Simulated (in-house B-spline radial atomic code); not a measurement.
A run on O- that did not converge. Method: non-relativistic TPSSh, spin-polarised, spherical fractional occupations, exact exchange averaged over the configuration, point nucleus; computed with a B-spline radial code for spherical atoms.

Command:
```bash
python run_scf.py task.json out
```
Settings:
```
Z                8
configuration    [He] 2s2 2p5
hamiltonian      nr
method           tpssh
spin_polarised   True
exact_exchange   averaged over the configuration
```

First and last ten iterations of the last attempt (damped for 15 steps, keeping 80 % of the old Fock matrix, then DIIS):
```
 iter        energy (Eh)    residual
    1         -69.885655    1.49e-01
    2         -72.102653    3.05e-01
    3         -73.397220    2.15e-01
    4         -74.232071    1.44e-01
    5         -74.722752    9.56e-02
    6         -74.973916    5.82e-02
    7         -75.081179    3.31e-02
    8         -75.118919    1.77e-02
    9         -75.130644    1.04e-02
   10         -75.134626    6.64e-03
  111         -75.145183    2.54e-03
  112         -74.372747    6.52e-02
  113         -74.373817    6.52e-02
  114         -74.374454    6.51e-02
  115         -74.374938    6.50e-02
  116         -74.375023    6.50e-02
  117         -74.374882    6.49e-02
  118         -74.374475    6.50e-02
  119         -74.370064    6.53e-02
  120         -74.363810    6.59e-02
 not converged after 120 iterations
```

The smallest residual met was 2.5e-03; the threshold is about 1e-07. No energy from this run should be used. Time taken, with all properties: 3.8 s on 1 thread of Arm Neoverse N1 (shared host).
